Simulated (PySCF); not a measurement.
## A ladder of Hamiltonians for Cu²⁷⁺ (copper, charge +27)

Occupied: 1s1/2. Hartree-Fock calculated with PySCF 2.14 in an uncontracted even-tempered set (19 s from 2.9 bohr⁻², ratio 2.3; 13 p from 3.5 bohr⁻², ratio 2.3), Gaussian nucleus throughout. NR is non-relativistic, sf-X2C the spin-free one-electron X2C Hamiltonian, X2C adds the bare one-electron spin-orbit term, X2C-SNSO screens it by Boettger's factors, DC is four-component Dirac-Coulomb, and the Gaunt and Breit terms are added at first order (total energies over the DC spinors, levels after relaxing the spinors in that mean field). QED terms are absent. Levels marked empty are virtual spinors of this ion.

```csv
level (eV),NR,sf-X2C,X2C,X2C-SNSO
1s1/2,-10953.6,-11072.3,-11072.3,-11072.3
2s1/2 (empty),-2553.3,-2587.9,-2587.9,-2587.9
2p1/2 (empty),-2500.7,-2515.0,-2533.9,-2533.2
2p3/2 (empty),-2500.7,-2515.0,-2505.9,-2506.2
3s1/2 (empty),-1122.5,-1134.5,-1134.5,-1134.5
```

Problem. Where do the four-component calculations put these levels?

Solution. 1s1/2: DC -11076.5, DC+Gaunt -11068.0, DC+Breit -11068.0; 2s1/2 (empty): DC -2588.2, DC+Gaunt -2587.4, DC+Breit -2587.5; 2p1/2 (empty): DC -2532.9, DC+Gaunt -2531.1, DC+Breit -2531.4; 2p3/2 (empty): DC -2506.5, DC+Gaunt -2505.6, DC+Breit -2505.8; 3s1/2 (empty): DC -1134.6, DC+Gaunt -1134.4, DC+Breit -1134.4 (eV).

```tsv
Hamiltonian	E (hartree)	E − E(DC) (hartree)	CPU seconds
NR	-822.9808	9.3276	0.32
sf-X2C	-832.1518	0.1566	0.15
X2C	-832.1518	0.1566	0.15
X2C-SNSO	-832.1518	0.1566	0.15
DC	-832.3084	0.0000	3.5
DC+Gaunt	-831.9899	0.3184	9.4
DC+Breit	-831.9899	0.3184	73
```

Weight of the small component: 1s1/2 0.0111, 2s1/2 0.00255, 2p1/2 0.00252, 2p3/2 0.00250, 3s1/2 0.00112.

Koopmans' value for the highest occupied level at DC+Breit: 11068.0 eV, against an ionisation energy of 11062.4 eV (theoretical estimate listed by NIST; NIST Atomic Spectra Database, ionization energies); the former lacks relaxation, correlation, QED and recoil.

The whole ladder took 90 s of wall time on 1 thread of Intel(R) Xeon(R) Platinum 8375C CPU @ 2.90GHz (shared host), launched as `OMP_NUM_THREADS=1 python relrun2.py TASK.json OUT` (a driver that calls PySCF for each Hamiltonian).
